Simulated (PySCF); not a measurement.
A structure optimised at B3LYP-D3(BJ)/def2-SVP, used in a PySCF frequency run:

```
Mo
S 1 2.1105
S 1 2.1105 2 112.55
S 1 2.3270 2 111.07 3 117.40
H 4 1.3576 1 95.13 2 43.29
S 1 2.3270 2 104.99 5 102.29
H 6 1.3576 1 95.13 2 165.21
```

Question: Write its SMILES, formula and point group.

Answer: [S]=[Mo](=[S])([SH])[SH], H2MoS4, C2

Question: What are its rotational constants (standard atomic weights)?

Answer: 1.2672, 1.1300, 1.1232 GHz
